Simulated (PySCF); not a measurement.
Record of a relaxation.

C₃H₅BF₂O.
Bonds: C1–C2 (double), C2–O3, O3–C4, C2–B5, B5–F6, B5–F7. Hydrogens: H8, H9 on C1; H10, H11, H12 on C4.

Computed by this run: PySCF, PBE0-D3(BJ)/def2-SVP geometry optimisation, gas phase; density fitting, grid level 1; the optimiser is geomeTRIC in internal coordinates, started from a GFN2-xTB structure with every atom displaced at random (about 0.01 Å). The frame can shift and turn from step to step; on so coarse a grid that alone can change the energy by a few meV, and forces under 0.02 eV/Å are noise.

Step 0: E = -11331.5288 eV, largest atomic force 3.099 eV/Å
```
atom  x, y, z in Å  |  force x, y, z in eV/Å
C1      0.632   -1.234   -0.021   -1.338   2.795  -0.003
C2      0.491    0.117   -0.150   -0.247  -0.288   0.044
O3     -0.666    0.833    0.065    2.112  -0.178  -0.397
C4     -1.770    0.132    0.458   -1.602   0.247   0.432
B5      1.721    0.989   -0.585    0.341   0.473   0.009
F6      1.682    2.306   -0.717   -0.384  -0.308   0.083
F7      2.911    0.455   -0.826   -0.322  -0.300   0.065
H8     -0.179   -1.854    0.259   -0.945  -0.866   0.373
H9      1.558   -1.667   -0.204    1.955  -0.880  -0.407
H10    -2.582    0.881    0.592    0.242  -0.340  -0.060
H11    -1.658   -0.397    1.419    0.247  -0.076   0.087
H12    -2.099   -0.588   -0.299   -0.060  -0.280  -0.224
```

Step 1: E = -11331.6072 eV, largest atomic force 0.809 eV/Å
```
atom  x, y, z in Å  |  force x, y, z in eV/Å
C1      0.462   -1.234   -0.324    0.512  -0.580   0.237
C2      0.524    0.093   -0.137    0.076   0.203   0.133
O3     -0.417    0.848    0.456   -0.645   0.078  -0.038
C4     -1.615    0.209    0.844    0.468   0.059  -0.074
B5      1.679    0.938   -0.770   -0.512  -0.170  -0.330
F6      1.566    2.244   -0.872    0.250   0.043   0.109
F7      2.682    0.340   -1.379    0.233   0.111   0.171
H8     -0.377   -1.861   -0.006    0.108   0.054  -0.026
H9      1.369   -1.743   -0.683   -0.408   0.128  -0.232
H10    -2.299    0.982    1.204   -0.036   0.120  -0.017
H11    -1.427   -0.508    1.660   -0.013  -0.112   0.047
H12    -2.070   -0.333   -0.004   -0.034   0.064   0.020
```

Step 2: E = -11331.6382 eV, largest atomic force 0.792 eV/Å
```
atom  x, y, z in Å  |  force x, y, z in eV/Å
C1      0.512   -1.265   -0.324   -0.181   0.169   0.167
C2      0.488    0.076   -0.172   -0.001   0.226  -0.547
O3     -0.465    0.844    0.398   -0.110  -0.309   0.020
C4     -1.636    0.218    0.854    0.180   0.039   0.048
B5      1.621    0.939   -0.818    0.398  -0.007   0.684
F6      1.589    2.253   -0.864   -0.232   0.042  -0.141
F7      2.737    0.362   -1.220    0.086  -0.152  -0.322
H8     -0.262   -1.935    0.054   -0.054  -0.012   0.013
H9      1.350   -1.718   -0.858   -0.013   0.059   0.091
H10    -2.299    1.017    1.208   -0.037  -0.030   0.023
H11    -1.426   -0.476    1.688   -0.021  -0.004  -0.015
H12    -2.133   -0.341    0.043   -0.017  -0.022  -0.021
```

Step 3: E = -11331.6696 eV, largest atomic force 0.350 eV/Å
```
atom  x, y, z in Å  |  force x, y, z in eV/Å
C1      0.463   -1.227   -0.302    0.220  -0.001  -0.106
C2      0.496    0.116   -0.192   -0.283  -0.197  -0.060
O3     -0.480    0.855    0.373   -0.014   0.161   0.041
C4     -1.616    0.183    0.845    0.086   0.152   0.016
B5      1.670    0.953   -0.800    0.065  -0.014   0.152
F6      1.625    2.265   -0.883   -0.068   0.004   0.001
F7      2.764    0.358   -1.240   -0.064  -0.059  -0.061
H8     -0.349   -1.848    0.080    0.023   0.014  -0.029
H9      1.283   -1.730   -0.814    0.064  -0.033   0.053
H10    -2.311    0.952    1.206    0.004  -0.024   0.013
H11    -1.369   -0.503    1.676   -0.001   0.007  -0.016
H12    -2.099   -0.398    0.040   -0.031  -0.011  -0.003
```

Step 4: E = -11331.6701 eV, largest atomic force 0.493 eV/Å
```
atom  x, y, z in Å  |  force x, y, z in eV/Å
C1      0.493   -1.250   -0.327   -0.151   0.007   0.136
C2      0.477    0.091   -0.205    0.246   0.047   0.181
O3     -0.484    0.856    0.354   -0.023  -0.125  -0.095
C4     -1.626    0.219    0.855    0.030  -0.041  -0.031
B5      1.668    0.929   -0.767   -0.266   0.014  -0.416
F6      1.576    2.238   -0.856    0.207   0.022   0.090
F7      2.736    0.341   -1.277   -0.032   0.094   0.150
H8     -0.313   -1.904    0.012   -0.025  -0.019   0.018
H9      1.366   -1.723   -0.778   -0.003   0.013  -0.049
H10    -2.298    1.004    1.222    0.007  -0.001   0.000
H11    -1.379   -0.463    1.689    0.023  -0.017   0.000
H12    -2.140   -0.363    0.068   -0.015   0.006   0.016
```

Step 5: E = -11331.6845 eV, largest atomic force 0.094 eV/Å
```
atom  x, y, z in Å  |  force x, y, z in eV/Å
C1      0.483   -1.242   -0.314   -0.004  -0.025   0.037
C2      0.475    0.101   -0.211    0.032   0.057   0.026
O3     -0.490    0.858    0.350   -0.066  -0.018  -0.064
C4     -1.621    0.206    0.855    0.026  -0.001   0.005
B5      1.653    0.940   -0.801    0.054   0.001  -0.004
F6      1.618    2.253   -0.860   -0.025  -0.007   0.028
F7      2.728    0.339   -1.277   -0.008  -0.013  -0.037
H8     -0.321   -1.888    0.044    0.001   0.006   0.021
H9      1.345   -1.723   -0.777   -0.013   0.004  -0.028
H10    -2.298    0.983    1.232    0.001   0.002   0.006
H11    -1.360   -0.478    1.681    0.006  -0.011   0.003
H12    -2.137   -0.374    0.069   -0.006   0.004   0.006
```

Step 6: E = -11331.6868 eV, largest atomic force 0.059 eV/Å
```
atom  x, y, z in Å  |  force x, y, z in eV/Å
C1      0.483   -1.240   -0.304    0.003   0.004   0.011
C2      0.477    0.104   -0.215   -0.007  -0.032  -0.021
O3     -0.493    0.860    0.340   -0.009   0.011  -0.033
C4     -1.617    0.204    0.855    0.010   0.006   0.021
B5      1.652    0.940   -0.813    0.005   0.011   0.036
F6      1.618    2.254   -0.848    0.023   0.000  -0.003
F7      2.720    0.341   -1.310   -0.049   0.016  -0.028
H8     -0.318   -1.878    0.074    0.008  -0.010  -0.003
H9      1.332   -1.728   -0.783    0.010  -0.003   0.010
H10    -2.293    0.978    1.239    0.005  -0.002   0.008
H11    -1.345   -0.481    1.679    0.000   0.001   0.001
H12    -2.139   -0.378    0.075    0.002  -0.002   0.000
```

Step 7: E = -11331.6898 eV, largest atomic force 0.108 eV/Å
```
atom  x, y, z in Å  |  force x, y, z in eV/Å
C1      0.486   -1.238   -0.292    0.044   0.023  -0.027
C2      0.471    0.108   -0.228   -0.062  -0.082  -0.035
O3     -0.507    0.861    0.317    0.045   0.043   0.013
C4     -1.609    0.199    0.866   -0.033  -0.002   0.021
B5      1.640    0.945   -0.837   -0.029   0.000  -0.004
F6      1.634    2.260   -0.820    0.017   0.003   0.009
F7      2.672    0.345   -1.400   -0.034   0.031   0.014
H8     -0.303   -1.877    0.108    0.007  -0.001  -0.015
H9      1.332   -1.727   -0.777    0.024  -0.010   0.024
H10    -2.282    0.970    1.262    0.007  -0.007   0.004
H11    -1.310   -0.478    1.687    0.003   0.011  -0.003
H12    -2.147   -0.393    0.104    0.010  -0.009  -0.002
```

Step 8: E = -11331.6905 eV, largest atomic force 0.082 eV/Å
```
atom  x, y, z in Å  |  force x, y, z in eV/Å
C1      0.498   -1.237   -0.298    0.007   0.030  -0.006
C2      0.460    0.109   -0.248   -0.031  -0.059  -0.048
O3     -0.525    0.855    0.293    0.053   0.031   0.027
C4     -1.604    0.187    0.879   -0.048  -0.018   0.004
B5      1.620    0.960   -0.853   -0.027   0.006   0.021
F6      1.627    2.273   -0.779    0.012   0.015  -0.010
F7      2.635    0.375   -1.459    0.007   0.015   0.019
H8     -0.283   -1.882    0.109    0.014  -0.013  -0.011
H9      1.353   -1.719   -0.774    0.007   0.002   0.006
H10    -2.279    0.954    1.277   -0.002  -0.008  -0.002
H11    -1.275   -0.471    1.704    0.004   0.004  -0.002
H12    -2.150   -0.428    0.139    0.004  -0.005   0.002
```

Step 9: E = -11331.6908 eV, largest atomic force 0.025 eV/Å
```
atom  x, y, z in Å  |  force x, y, z in eV/Å
C1      0.505   -1.236   -0.310    0.010   0.004  -0.003
C2      0.455    0.109   -0.252   -0.013   0.001  -0.005
O3     -0.532    0.850    0.293    0.021   0.006   0.013
C4     -1.608    0.177    0.879   -0.015  -0.019  -0.003
B5      1.615    0.971   -0.843   -0.006   0.005  -0.002
F6      1.615    2.284   -0.771   -0.009   0.006   0.005
F7      2.642    0.393   -1.437    0.002   0.002   0.007
H8     -0.269   -1.894    0.089   -0.001   0.007   0.001
H9      1.368   -1.705   -0.782    0.005   0.002  -0.006
H10    -2.288    0.943    1.274   -0.002  -0.006  -0.004
H11    -1.275   -0.474    1.708    0.004  -0.005  -0.002
H12    -2.150   -0.443    0.142    0.004  -0.003  -0.001
```

**Question.** Summarise the path.

**Answer.** The energy falls by 0.1620 eV from step 0 to step 9; nine tenths of that is first reached at step 5. It falls at every step. The largest force goes from 3.099 to 0.025 eV/Å. Among the bonds C1–H9 changes most, from 1.038 to 1.091 Å; the atoms move by 0.034 Å rms after alignment.

**Question.** Follow the three bonds and two angles with the largest change from start to end.

**Answer.** 
| step | E above end (eV) | largest force (eV/Å) | C1–H9 (Å) | C1–H8 (Å) | O3–C4 (Å) | F6–B5–F7 (°) | O3–C4–H11 (°) |
| --- | --- | --- | --- | --- | --- | --- | --- |
| 0 | 0.1620 | 3.099 | 1.038 | 1.058 | 1.365 | 114.2 | 114.5 |
| 1 | 0.0836 | 0.809 | 1.100 | 1.095 | 1.412 | 118.7 | 110.6 |
| 2 | 0.0527 | 0.792 | 1.092 | 1.091 | 1.404 | 116.6 | 111.5 |
| 3 | 0.0213 | 0.350 | 1.090 | 1.092 | 1.402 | 117.2 | 111.7 |
| 4 | 0.0207 | 0.493 | 1.090 | 1.091 | 1.400 | 118.2 | 111.6 |
| 5 | 0.0063 | 0.094 | 1.091 | 1.092 | 1.400 | 117.4 | 111.5 |
| 6 | 0.0040 | 0.059 | 1.090 | 1.092 | 1.399 | 117.7 | 111.5 |
| 7 | 0.0010 | 0.108 | 1.090 | 1.092 | 1.398 | 117.6 | 111.6 |
| 8 | 0.0003 | 0.082 | 1.091 | 1.092 | 1.397 | 117.7 | 111.6 |
| 9 | 0.0000 | 0.025 | 1.091 | 1.092 | 1.398 | 117.5 | 111.5 |

The cost below is that of the whole optimisation. Hardware: Arm Neoverse V2, one thread (shared host). Cost: 46 s wall, 0.51 GiB resident at most.
